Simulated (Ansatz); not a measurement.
A structure relaxed at PBE-D4/def2-SVP in Ansatz, charge 0, singlet:

```xyz
18

Mg   -2.812   -2.238    0.101
Mg    1.760   -0.658   -1.512
Mg    1.823    1.076    1.663
Mg   -1.773    0.915    1.630
Mg   -1.637    0.655   -1.293
Mg    0.703    2.792   -1.205
Mg    2.161   -2.418    0.661
Mg    0.074    3.546    1.750
Mg   -0.326   -3.545   -1.254
Se    2.106   -3.310   -1.723
Se   -2.578   -4.411   -0.977
Se   -1.644    3.095   -0.113
Se   -3.747    0.072    0.159
Se    3.545   -0.358    0.508
Se   -0.064    1.610    3.399
Se    2.321    3.464    0.601
Se   -0.259   -1.224    0.528
Se    0.348    0.938   -2.923
```

(1) Give its formula.

(2) Summarise the bond lengths by kind (pairs closer than 1.2 times the sum of covalent radii, bridged metal pairs left out).

Answers

(1) the cluster Mg9Se9.

(2) 30 × Mg–Se 2.43 to 2.96 Å.

Single mean-field runs in def2-SVP are fitted with def2-universal-jkfit. The structure comes from a short search, and lower isomers may exist.
